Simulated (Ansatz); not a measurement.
Total energies of `[F][Sn]([F])[Br]` radical.

```xyz
4

F     0.5093    1.5897   -0.7485
Sn    0.3794    0.1111    0.4587
F    -1.3981    0.2898    1.1437
Br    0.5095   -1.9906   -0.8540
```

Charge 0, multiplicity 2. Correlated methods include outer-core shells of Br, Sn, which these sets cover unevenly. Scalar relativity is left out up to krypton. Sn takes the def2 core potential. The structure was optimised at the PBE0-D4/def2-TZVP level. Basis def2-TZVPP, Ansatz 0.2.0.

RPA on PBE orbitals: Hartree–Fock energy of these orbitals -2984.75665 Eh, correlation -1.55789 Eh (frozen core).

| functional | energy without D4 (Eh) | D4 term (kJ/mol) |
| --- | --- | --- |
| CAM-B3LYP | -2988.39399 | -8.9 |
| ωB97X-V | -2988.00048 | – |

Problem. Give the same for LDA (SPW92), PBE, revPBE, BLYP, r2SCAN, B97M-V, PBE0, B3LYP, r2SCANh, r2SCAN0, HSE06 (plane-wave form), BHLYP, LC-ωPBE, ωB97M-V, B2PLYP, PBE-QIDH. (Estimate.)

Solution. Computed: 
```json
{"functional": "LDA (SPW92)", "energy without D4 (Eh)": "-2983.17306", "D4 term (kJ/mol)": "–"}
{"functional": "PBE", "energy without D4 (Eh)": "-2987.75801", "D4 term (kJ/mol)": "-10.0"}
{"functional": "revPBE", "energy without D4 (Eh)": "-2988.08733", "D4 term (kJ/mol)": "-22.7"}
{"functional": "BLYP", "energy without D4 (Eh)": "-2988.29895", "D4 term (kJ/mol)": "-20.9"}
{"functional": "r2SCAN", "energy without D4 (Eh)": "-2988.31799", "D4 term (kJ/mol)": "-2.1"}
{"functional": "B97M-V", "energy without D4 (Eh)": "-2987.79340", "D4 term (kJ/mol)": "–"}
{"functional": "PBE0", "energy without D4 (Eh)": "-2987.84507", "D4 term (kJ/mol)": "-8.5"}
{"functional": "B3LYP", "energy without D4 (Eh)": "-2988.42796", "D4 term (kJ/mol)": "-16.5"}
{"functional": "r2SCANh", "energy without D4 (Eh)": "-2988.29190", "D4 term (kJ/mol)": "-2.3"}
{"functional": "r2SCAN0", "energy without D4 (Eh)": "-2988.25466", "D4 term (kJ/mol)": "-2.6"}
{"functional": "HSE06 (plane-wave form)", "energy without D4 (Eh)": "-2987.84053", "D4 term (kJ/mol)": "-8.1"}
{"functional": "BHLYP", "energy without D4 (Eh)": "-2988.17414", "D4 term (kJ/mol)": "-16.1"}
{"functional": "LC-ωPBE", "energy without D4 (Eh)": "-2987.89372", "D4 term (kJ/mol)": "–"}
{"functional": "ωB97M-V", "energy without D4 (Eh)": "-2988.09108", "D4 term (kJ/mol)": "–"}
{"functional": "B2PLYP", "energy without D4 (Eh)": "-2987.63378", "D4 term (kJ/mol)": "–"}
{"functional": "PBE-QIDH", "energy without D4 (Eh)": "-2987.31200", "D4 term (kJ/mol)": "–"}
```

B3LYP takes the VWN-RPA correlation (the form of Gaussian; ORCA's B3LYP/G). HSE06 is the plane-wave form, built on full-range PBE exchange. The double hybrids freeze the cores in their second-order part.

LC-ωPBE has ω = 0.4 bohr⁻¹.
